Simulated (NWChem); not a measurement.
The numbers come from NWChem runs, not from measurements. System: Sn, charge 2, spin multiplicity 1. Level: CCSD(T)/def2-TZVPD with def2 effective core potentials on Sn, 4 core orbitals frozen.

NWChem printed:

```
             Northwest Computational Chemistry Package (NWChem) 7.3.0
             --------------------------------------------------------

                                NWChem Input Module
                                -------------------

 Scaling coordinates for geometry "geometry" by  1.889725989
 (inverse scale =  0.529177249)

                             Geometry "geometry" -> ""
                             -------------------------

 Output coordinates in angstroms (scale by  1.889725989 to convert to a.u.)

  No.       Tag          Charge          X              Y              Z
 ---- ---------------- ---------- -------------- -------------- --------------
    1 Sn                  50.0000     0.00000000     0.00000000     0.00000000

 Effective nuclear repulsion energy (a.u.)       0.0000000000

            Nuclear Dipole moment (a.u.)
            ----------------------------
        X                 Y               Z
 ---------------- ---------------- ----------------
     0.0000000000     0.0000000000     0.0000000000

      Symmetry information
      --------------------

 Group name             D2h
 Group number             26
 Group order               8
 No. of unique centers     1

      Symmetry unique atoms

     1


 Summary of "ao basis" -> "" (spherical)
 ------------------------------------------------------------------------------
       Tag                 Description            Shells   Functions and Types
 ---------------- ------------------------------  ------  ---------------------
 *                         def2-tzvpd                 on all atoms

 Summary of "ao basis" -> "ao basis" (spherical)
 ------------------------------------------------------------------------------
       Tag                 Description            Shells   Functions and Types
 ---------------- ------------------------------  ------  ---------------------
 Sn                        def2-tzvpd               18       56   7s5p4d2f

                                 NWChem SCF Module
                                 -----------------

  ao basis        = "ao basis"
  functions       =    56
  atoms           =     1
  closed shells   =    10
  open shells     =     0
  charge          =   2.00
  wavefunction    = RHF
  use symmetry    = T
  symmetry adapt  = T

 Summary of "ao basis" -> "ao basis" (spherical)
 ------------------------------------------------------------------------------
       Tag                 Description            Shells   Functions and Types
[...]
     2   2 0 0    -10.790248      0.000000      0.000000
     2   1 1 0      0.000000      0.000000      0.000000
     2   1 0 1      0.000000      0.000000      0.000000
     2   0 2 0    -10.790248      0.000000      0.000000
     2   0 1 1     -0.000000      0.000000      0.000000
     2   0 0 2    -10.790248      0.000000      0.000000

                   NWChem Extensible Many-Electron Theory Module
                   ---------------------------------------------


            General Information
            -------------------
      Number of processors :     1
         Wavefunction type : Restricted Hartree-Fock
          No. of electrons :    20
           Alpha electrons :    10
            Beta electrons :    10
           No. of orbitals :   112
            Alpha orbitals :    56
             Beta orbitals :    56
        Alpha frozen cores :     4
         Beta frozen cores :     4
     Alpha frozen virtuals :     0
      Beta frozen virtuals :     0
         Spin multiplicity : singlet
    Number of AO functions :    56
       Number of AO shells :    18
        Use of symmetry is : on
      Symmetry adaption is : on
         Schwarz screening : 0.10D-09

          Correlation Information
          -----------------------
          Calculation type : Coupled-cluster singles & doubles w/ perturbation
   Perturbative correction : (T)
            Max iterations :      100
        Residual threshold : 0.10D-05
     T(0) DIIS level shift : 0.00D+00
     L(0) DIIS level shift : 0.00D+00
     T(1) DIIS level shift : 0.00D+00
     L(1) DIIS level shift : 0.00D+00
     T(R) DIIS level shift : 0.00D+00
     T(I) DIIS level shift : 0.00D+00
   CC-T/L Amplitude update :  5-th order DIIS
                I/O scheme : Global Array Library
        L-threshold :  0.10D-05
        EOM-threshold :  0.10D-05
 no EOMCCSD initial starts read in
 TCE RESTART OPTIONS
 SLICE:      F
 D4D5:       F
 quantumc:   F
 qrotation:  F
 pwtce:      F
 qducc:      F
 nacto:                         0
 nrotv:                         0
 nrot:                          0

            Memory Information
            ------------------
          Available GA space size is     249033664 doubles
          Available MA space size is     104842268 doubles

 Maximum block size supplied by input
 Maximum block size        24 doubles

 tile_dim =     11

 -------------------------------------------------

 Global array virtual files algorithm will be used

 Parallel file system coherency ......... OK

 4-electron integrals stored in orbital form

 v2    file size   =           210832
 4-index algorithm nr.  13 is used
 imaxsize =       30
 imaxsize ichop =        0


CCSD iterations
 ---------------------------------------------------------
 Iter          Residuum       Correlation     Cpu    Wall
 ---------------------------------------------------------
    1   0.0772438305058  -0.2389423967263     0.3     0.3
    2   0.0178577585673  -0.2319142450934     0.3     0.3
    3   0.0065351102943  -0.2340276552319     0.3     0.3
    4   0.0026232160789  -0.2343470724561     0.3     0.3
    5   0.0010709887272  -0.2345153394203     0.3     0.3
    6   0.0000845895389  -0.2346129753431     0.3     0.3
    7   0.0000243894368  -0.2346140057254     0.3     0.3
    8   0.0000087418054  -0.2346136844092     0.3     0.3
    9   0.0000032671032  -0.2346136187107     0.3     0.3
   10   0.0000012684041  -0.2346136385231     0.3     0.3
   11   0.0000001448283  -0.2346136731139     0.3     0.3
 -----------------------------------------------------------------
 Iterations converged
 CCSD correlation energy / hartree =        -0.234613673113893
 CCSD total energy / hartree       =      -212.817522323763171

 Singles contributions

 Doubles contributions
 CCSD(T)
 Using plain CCSD(T) code
             total no. of tasks         1740
 total no. of tasks / no. procs         1740
                         wl_min           12           1.5
                         wl_max        35937           5.7
        thresh for no. of tasks         1740

 CCSD[T]  correction energy / hartree =        -0.005089297730736
 CCSD[T] correlation energy / hartree =        -0.239702970844629
 CCSD[T] total energy / hartree       =      -212.822611621493905
 CCSD(T)  correction energy / hartree =        -0.004615757354025
 CCSD(T) correlation energy / hartree =        -0.239229430467917
 CCSD(T) total energy / hartree       =      -212.822138081117203

 Task  times  cpu:        6.3s     wall:        6.3s

 Total times  cpu:        6.3s     wall:        6.3s
```

**Question.** Write an NWChem input that would produce this output.

**Answer.** Several could match; the one computed here: 
```
start mol
memory heap 100 mb stack 700 mb global 1900 mb
charge 2
geometry units angstroms nocenter noautoz
  Sn     0.000000     0.000000     0.000000
  symmetry group D2h
end
basis spherical
  * library def2-tzvpd
end
ecp
  Sn library def2-ecp
end
scf
  rhf
  nopen 0
  maxiter 100
  thresh 1e-7
  semidirect memsize 60000000 filesize 0
end
tce
  freeze core 4
  ccsd(t)
  2eorb
  2emet 13
  thresh 1e-6
  maxiter 100
  tilesize 24
end
task tce energy
```
